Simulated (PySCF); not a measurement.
SMILES c1cncc(Cc2ccc[se]2)c1 at its GFN2-xTB optimised geometry (Å):

```
21

C     -1.1201    -1.2084     0.0000
C     -1.7756     0.0143     0.0046
N     -1.1417     1.1735     0.0079
C      0.1787     1.1651     0.0073
C      0.9434     0.0040     0.0000
C      2.4472     0.0458     0.0493
C      2.9021    -0.1991     1.4563
C      3.2184     0.7385     2.3868
C      3.5658     0.2298     3.6632
C      3.5258    -1.1199     3.7667
Se     3.0149    -1.9287     2.1775
C      0.2636    -1.2084     0.0000
H     -1.6764    -2.1331    -0.0026
H     -2.8561     0.0723     0.0061
H      0.6517     2.1394     0.0100
H      2.8561    -0.7218    -0.6133
H      2.8046     1.0237    -0.2794
H      3.2116     1.7939     2.1703
H      3.8412     0.8710     4.4836
H      3.7461    -1.7097     4.6378
H      0.8180    -2.1394     0.0012
```

Level of theory: PBE0/def2-SVP run with PySCF. Cells within 0.4 Å of a nucleus heavier than hydrogen are left out (blank, or x).

Map of the electron localisation function on the plane z = 0.0 Å:

```
|000000000000000000000000000|
|000000000000000000000000000|
|000000000000000000000000000|
|000000000000000000000000000|
|000000000000005740000000000|
|000000001100039996000000000|
|000000036740069998000000000|
|000000168982089998001100000|
|000000179996279993018850000|
|0000000489x7725860089993000|
|000120016xxx8xx530299993000|
|001899735857726963589981000|
|00499998x5842584287x3740000|
|00699999xx41024xx98xx430000|
|003999972683148428736740000|
|000587537945746963368840000|
|0000000152xx9xx440047620000|
|0000000588x482x882001000000|
|000000599995469998000000000|
|000001899993059999000000000|
|000001899991039998000000000|
|000000499960007993000000000|
|000000025510001530000000000|
|000000000000000000000000000|
|000000000000000000000000000|
|000000000000000000000000000|
|000000000000000000000000000|
```
Scale: ten equal steps from 0.000 (start of '0') to 1.000 (end of '9'), in the order '0123456789'; x runs from -5.00 to 5.00, y from -5.00 (bottom) to 5.00 (top).
